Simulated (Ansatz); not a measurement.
CH5AlB, SMILES `[BH2][Al-][CH3]` (singlet; the order of the spin states depends on the level) (charge -1, multiplicity 1). This singlet lies 0.09 eV below the relaxed triplet at the level B3LYP/aug-cc-pVTZ // PBE0-D3(BJ)/def2-TZVPD (Ansatz, a first-principles code); other levels give the other order.

Z-matrix (Å, degrees):
```
Al
C 1 2.0209
H 2 1.0928 1 114.25
H 2 1.0980 3 108.16 1 -122.64
H 2 1.0982 3 108.08 4 -115.06
B 1 2.0387 2 129.55 3 -179.27
H 6 1.2190 1 119.95 2 -106.44
H 6 1.2191 7 112.61 1 149.36
```
Charge -1, spin multiplicity 1.

The restricted HF start is unstable towards unrestricted orbitals.

Task: Give the natural occupations of the active orbitals, the CASSCF energy and the corrected energy for frozen-core fic-MRCISD+Q@CASSCF(2e,2o)/aug-cc-pVTZ // PBE0-D3(BJ)/def2-TZVPD (Ansatz).

Result: 
```yaml
natural_occupations: 1.83, 0.17
CASSCF energy: -307.3537 Ha
corrected_energy: -307.7713 Ha
weight_of_the_reference: 0.872
```
